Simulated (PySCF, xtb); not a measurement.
CH₅BBrN, SMILES BrB(C)N.

The structure is a stationary point at B3LYP-D3(BJ)/def2-SVP. This is a generated structure with no PubChem entry under its InChIKey; it may be hypothetical. Other conformers were not sampled.

Level of theory: PySCF with IEF-PCM-ωB97X/def2-SVP.

The values are the electrostatic part of the solvation free energy, E(continuum) − E(gas) at the gas-phase geometry, in a cavity of scaled van der Waals radii (PySCF's table); cavitation and dispersion terms are not included. In vacuum the orbital gap is 13.10 eV. The dipole moment in vacuum is 2.97 D.

Problem. Estimate the values in water (ε = 78.36), ethylethanoate (ε = 5.99), ethanol (ε = 24.85). (Estimate from the structure and the level; the computed values follow.)

Solution. 
| solvent | ε | ΔG(elec) (kcal/mol) | dipole (D) | gap (eV) |
|---|---|---|---|---|
| water | 78.36 | -4.6 | 3.80 | 13.29 |
| ethylethanoate | 5.99 | -3.6 | 3.60 | 13.26 |
| ethanol | 24.85 | -4.4 | 3.76 | 13.29 |

For comparison, GFN2-xTB/ALPB(water) (xtb, at the GFN2-xTB geometry, all terms of that model) gives -4.6 kcal/mol.
